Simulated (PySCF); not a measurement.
Löwdin shares of the frontier orbitals

C₂H₁₂SSi₃.
Z-matrix (Å and degrees, GFN2-xTB geometry), rows numbered from 1:
```
Si
C   1  1.9009
C   2  1.5302  1  112.76
Si  3  1.9014  2  112.42  1   175.17
S   4  2.1562  3  109.88  2   -53.98
Si  5  2.1426  4  103.96  3   -55.17
H   1  1.4628  2  109.37  3   178.50
H   1  1.4661  2  109.00  3   -61.27
H   1  1.4650  2  109.23  3    57.82
H   2  1.0928  1  109.49  3   121.90
H   2  1.0918  1  110.10  3  -122.00
H   3  1.0911  2  109.37  1   -63.01
H   3  1.0932  2  109.47  1    53.00
H   4  1.4558  3  112.46  2    59.45
H   4  1.4615  3  110.93  2  -173.28
H   6  1.4512  5  103.28  4  -174.60
H   6  1.4595  5  109.36  4    65.81
H   6  1.4587  5  108.52  4   -54.42
```

Level of theory: TDDFT PBE0/def2-SVPD, vertical, gas phase, core orbitals frozen in the response in PySCF 2.14.0, density-fitted response routines.

Frontier orbitals with the atoms that hold most of them (Löwdin shares over 4%, at most four atoms; ? is withheld):

```
orbital  ε (eV)                              atoms
 HOMO-3   -9.42  S5 25%, Si4 21%, H14 17%, Si6 16%
 HOMO-2   -8.70     S5 48%, Si4 11%, Si6 9%, C2 7%
 HOMO-1   -8.04                                  ?
   HOMO       ?                                  ?
   LUMO   -0.18   Si6 27%, S5 22%, Si4 13%, H16 8%
 LUMO+1    0.08   Si1 14%, Si6 14%, Si4 12%, C3 7%
 LUMO+2    0.36   S5 22%, Si6 22%, Si4 18%, H18 7%
```

Task: Give the leading atoms of the HOMO-1.

Result: C2 (bonded to C, Si and 2 H) 20%; C3 (bonded to C, Si and 2 H) 17%; S5 (bonded to 2 Si) 17%; Si1 (bonded to C and 3 H) 13%. By element: carbon 37%, sulfur 17%, silicon 13% or more.

Task: Give the leading atoms of the HOMO.

Result: S5 (bonded to 2 Si) 66%; Si6 (bonded to S and 3 H) 9%; Si4 (bonded to C, S and 2 H) 8%; C3 (bonded to C, Si and 2 H) 5%. By element: sulfur 66%, silicon 17% or more, carbon 5% or more.

Task: What is the HOMO energy, and the HOMO–LUMO gap?

Result: ε(HOMO) = -7.25 eV; the gap is 7.07 eV (0.2597 hartree).

Task: The HOMO–LUMO gap is 7.07 eV. Where does the response calculation put the lowest singlet, and from which orbitals?

Result: S1 is at 5.79 eV (f = 0.013), 1.28 eV below the gap, made of HOMO→LUMO (98%). 

Task: One configuration dominates each of S1, S2, S5 and S7. Which, and how do the shares of the two leading atoms of either orbital change from the occupied to the empty one?

Result: 
- S1 (5.79 eV, f 0.013), HOMO→LUMO (98%): S5 66% → 22%, Si6 9% → 27%
- S2 (6.25 eV, f 0.0091), HOMO→LUMO+1 (82%): S5 66% → at most 8%, Si6 9% → 14%, Si1 at most 5% → 14%
- S5 (6.82 eV, f 0.016), HOMO-1→LUMO (89%): C2 20% → at most 8%, C3 17% → at most 8%, Si6 at most 13% → 27%, S5 17% → 22%
- S7 (7.05 eV, f 0.0019), HOMO-1→LUMO+1 (90%): C2 20% → at most 8%, C3 17% → 7%, Si1 13% → 14%, Si6 at most 13% → 14%

One conformer stands for the species.
